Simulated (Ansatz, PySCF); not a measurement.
C3H6GeO, SMILES [CH3][Ge@H]1[CH]=C[O]1. Atoms are numbered in the order given.

```xyz
11

C      2.0367     0.2715    -0.2381
Ge     0.2318    -0.0042     0.4467
C     -1.3043     0.8792    -0.3342
C     -1.5918    -0.3112    -0.9119
O     -0.6950    -1.2875    -0.6039
H      2.5075     1.1276     0.2697
H      1.9906     0.4733    -1.3173
H      2.6508    -0.6237    -0.0576
H      0.2196    -0.4342     1.9296
H     -1.8295     1.8293    -0.3893
H     -2.4201    -0.5943    -1.5761
```
Charge 0, spin multiplicity 1.

Geometry: B3LYP-D3(BJ)/def2-SVP. The structure was generated by enumeration; whether it is a known compound was not checked.

Two levels are set side by side: PBE-D3(BJ)/def2-SVP (Ansatz, a quantum-chemistry and plane-wave program) and B3LYP-D3(BJ)/def2-SVP (Ansatz). Each level has its own optimised geometry; the coordinates shown are those of the second. Frequencies come from the Hessian of PySCF at each geometry. Differences are taken from unrounded values.

| quantity | B3LYP-D3(BJ) | PBE-D3(BJ) | PBE-D3(BJ) minus B3LYP-D3(BJ) |
|---|---|---|---|
| mean bond length (Å) | 1.486 | 1.493 | 0.007 |
| bond C1–Ge2 (Å) | 1.950 | 1.953 | 0.003 |
| bond Ge2–C3 (Å) | 1.936 | 1.936 | 0.000 |
| bond Ge2–C4 (Å) | 2.295 | 2.298 | 0.003 |
| bond Ge2–O5 (Å) | 1.900 | 1.920 | 0.020 |
| bond C3–C4 (Å) | 1.354 | 1.365 | 0.011 |
| bond C4–O5 (Å) | 1.361 | 1.365 | 0.004 |
| bond C1–H6 (Å) | 1.101 | 1.108 | 0.007 |
| bond C1–H7 (Å) | 1.099 | 1.106 | 0.007 |
| bond C1–H8 (Å) | 1.100 | 1.108 | 0.007 |
| bond Ge2–H9 (Å) | 1.544 | 1.555 | 0.011 |
| bond C3–H10 (Å) | 1.087 | 1.095 | 0.008 |
| bond C4–H11 (Å) | 1.099 | 1.108 | 0.009 |
| highest harmonic wavenumber (cm⁻¹) | 3265 | 3204 | -61 |
| mean harmonic wavenumber (cm⁻¹) | 1291 | 1256 | -35 |
| zero-point energy (kcal/mol) | 49.84 | 48.48 | -1.36 |

GGA bonds tend to be longer and softer than those of functionals with exact exchange. Differences between two approximate levels are no errors against the true value.
